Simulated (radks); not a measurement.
The numbers below are computed, except where a source is named.
Q: The table gives one normalised radial function P(r) = r R(r) (large component) of Mg3+ in [He] 2s2 2p5 (r in bohr). Level of theory: Dirac Kohn-Sham, PBEsol, spin-unpolarised, spherical densities, finite nucleus; open shells fill j = l - 1/2 first; Fermi nuclear charge, rms radius 3.057 fm (a radial shooting solver on a logarithmic mesh with Libxc functionals).

r,P
0.007665,0.0034
0.01031,0.0060
0.01397,0.0106
0.01893,0.0187
0.02565,0.0327
0.03449,0.0558
0.04674,0.0951
0.06335,0.1584
0.08585,0.2558
0.1154,0.3927
0.1564,0.5796
0.212,0.8012
0.2873,1.0201
0.3863,1.1688
0.5236,1.1839
0.7096,1.0248
0.9616,0.7304
1.293,0.4140
1.752,0.1684
2.375,0.0444

Which n and l does it have? It may be an empty orbital.

A: n = 2, l = 1: the number of nodes gives n - l - 1 = 0, the rise at small r points to l (for j = l - 1/2 the large component starts outside the nucleus as r^gamma with gamma = sqrt(l^2 - (Z/c)^2) = 1.00 and the r^(l+1) term takes over further out; the orbital of l - 1 with the same j starts with the same power, but with a larger coefficient, and does not steepen), and the extent must fit the shell. The curve is that of 2p1/2; the two j differ most near the nucleus, where j = l - 1/2 has the larger amplitude, and in heavy atoms j = l - 1/2 is also the more compact. 2p1/2: eigenvalue -96.249 eV, 0 radial nodes, <r> = 0.641 bohr, 90 % of the charge inside 1.08 bohr.
